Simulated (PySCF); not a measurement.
C2H10O2Si2, SMILES C[C@@H](O[SiH3])[SiH2]O.

Geometry: ωB97X-D3(BJ)/def2-SVP. The structure was generated by enumeration; whether it is a known compound was not checked. The values are those of a single conformer.

Calculation: SMD-PBE0/6-31G* in PySCF.

Solvation free energies are E(SMD) − E(gas) at the gas-phase geometry, for 1 M in both phases. In vacuum the dipole moment is 2.36 D.

```csv
solvent,ΔG(solv) (kcal/mol),its non-electrostatic (CDS) part,dipole (D)
water,-2.1,4.3,3.07
1-octanol,-4.5,0.5,2.92
toluene,-3.0,-1.6,2.59
```
